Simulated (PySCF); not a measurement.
CH11N3Si2, SMILES NC[Si@H](N)[SiH2]N.

Geometry optimised at ωB97X-D3(BJ)/def2-SVP. The structure was generated by enumeration; whether it is a known compound was not checked. Other conformers were not sampled.

All values below come from TDA-PBE/def2-SVPD in PySCF 2.14.0.

Vertical excitations. The molecule is in vacuum.

Computed excitation energies, oscillator strengths and character:
| state | energy (eV) | λ (nm) | f | main pairs |
|---|---|---|---|---|
| S1 | 4.37 | 284 | 0.003 | HOMO→LUMO 100 % |
| S2 | 4.92 | 252 | 0.002 | HOMO−1→LUMO 99 % |
| S3 | 5.08 | 244 | 0.027 | HOMO−2→LUMO 99 % |
| S4 | 5.23 | 237 | 0.003 | HOMO→LUMO+1 97 % |
| S5 | 5.57 | 223 | 0.006 | HOMO→LUMO+2 97 % |
| S6 | 5.68 | 218 | 0.004 | HOMO→LUMO+3 99 % |
| T1 | 4.26 | 291 | 0 | HOMO→LUMO 99 % |
| T2 | 4.72 | 263 | 0 | HOMO−1→LUMO 98 % |
Triplets are in the Tamm–Dancoff approximation.
